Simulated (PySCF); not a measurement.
Spin-rotation constants: SMILES C=C(F)/C(C)=C\CN, C6H10FN

Geometry:
```json
{"atom": "C1", "x (Å)": "2.253", "y (Å)": "1.630", "z (Å)": "-0.230"}
{"atom": "C2", "x (Å)": "1.043", "y (Å)": "1.151", "z (Å)": "0.039"}
{"atom": "F3", "x (Å)": "0.083", "y (Å)": "2.060", "z (Å)": "0.355"}
{"atom": "C4", "x (Å)": "0.618", "y (Å)": "-0.243", "z (Å)": "0.043"}
{"atom": "C5", "x (Å)": "1.711", "y (Å)": "-1.251", "z (Å)": "-0.185"}
{"atom": "C6", "x (Å)": "-0.643", "y (Å)": "-0.649", "z (Å)": "0.235"}
{"atom": "C7", "x (Å)": "-1.870", "y (Å)": "0.179", "z (Å)": "0.455"}
{"atom": "N8", "x (Å)": "-3.038", "y (Å)": "-0.690", "z (Å)": "0.512"}
{"atom": "H9", "x (Å)": "2.437", "y (Å)": "2.689", "z (Å)": "-0.192"}
{"atom": "H10", "x (Å)": "3.074", "y (Å)": "0.993", "z (Å)": "-0.489"}
{"atom": "H11", "x (Å)": "2.165", "y (Å)": "-1.108", "z (Å)": "-1.164"}
{"atom": "H12", "x (Å)": "2.488", "y (Å)": "-1.149", "z (Å)": "0.571"}
{"atom": "H13", "x (Å)": "1.309", "y (Å)": "-2.259", "z (Å)": "-0.134"}
{"atom": "H14", "x (Å)": "-0.842", "y (Å)": "-1.712", "z (Å)": "0.235"}
{"atom": "H15", "x (Å)": "-1.946", "y (Å)": "0.954", "z (Å)": "-0.326"}
{"atom": "H16", "x (Å)": "-1.798", "y (Å)": "0.699", "z (Å)": "1.416"}
{"atom": "H17", "x (Å)": "-3.868", "y (Å)": "-0.148", "z (Å)": "0.724"}
{"atom": "H18", "x (Å)": "-3.185", "y (Å)": "-1.140", "z (Å)": "-0.386"}
```

Theory: GIAO wB97X-D/pcSseg-1 magnetisability, rotational g tensor and spin-rotation constants, non-relativistic, gas phase in PySCF. Geometry: GFN2-xTB.

(1) Give the nuclear spin-rotation constants along the inertial axes (H = +C I·J) beside the isotropic shieldings.

(2) How do the rotational constants and the g tensor change when H9, H10, H11, H12, H13, H14, H15, H16, H17, H18 are replaced by deuterium?

Results:

(1) Rotational constants 3.3141, 1.3124, 0.9561 GHz. A star marks the isotopologue with that one atom substituted, in its own axes.
| atom | isotope | Caa (kHz) | Cbb (kHz) | Ccc (kHz) | mean (kHz) | σ (ppm) |
| --- | --- | --- | --- | --- | --- | --- |
| F3 | 19F | 4.783 | 1.596 | 0.579 | 2.319 | 281.8 |
| N8 | 14N | 0.123 | 0.046 | 0.052 | 0.074 | 230.4 |
| H9 | 1H | -0.206 | 0.057 | -0.113 | -0.087 | 26.8 |
| H10 | 1H | -0.135 | 0.022 | -0.117 | -0.077 | 27.2 |
| H11 | 1H | -0.232 | -0.133 | -0.017 | -0.127 | 29.9 |
| H12 | 1H | -0.192 | -0.135 | -0.027 | -0.118 | 29.9 |
| H13 | 1H | -0.194 | -0.018 | -0.115 | -0.109 | 30.1 |
| H14 | 1H | -0.185 | 0.080 | -0.116 | -0.074 | 25.9 |
| H15 | 1H | -0.320 | -0.045 | -0.010 | -0.125 | 27.6 |
| H16 | 1H | -0.339 | -0.070 | 0.005 | -0.135 | 28.0 |
| H17 | 1H | -0.192 | -0.063 | -0.114 | -0.123 | 31.1 |
| H18 | 1H | -0.371 | -0.122 | -0.026 | -0.173 | 31.5 |
| C1 | 13C* | 0.864 | 0.518 | 0.126 | 0.503 | 88.7 |
| C2 | 13C* | 1.082 | 0.720 | 0.260 | 0.687 | 9.8 |
| C4 | 13C* | 1.037 | 0.637 | 0.136 | 0.604 | 56.4 |
| C5 | 13C* | 0.479 | 0.175 | 0.160 | 0.272 | 163.6 |
| C6 | 13C* | 1.144 | 0.630 | 0.192 | 0.655 | 37.9 |
| C7 | 13C* | 0.583 | 0.253 | 0.177 | 0.338 | 140.3 |

For the geometry as given, no vibrational averaging.

(2) Constants 2.7797, 1.1234, 0.8222 GHz; g -0.0197, -0.0101, -0.0007, against -0.0232, -0.0119, -0.0008 before.
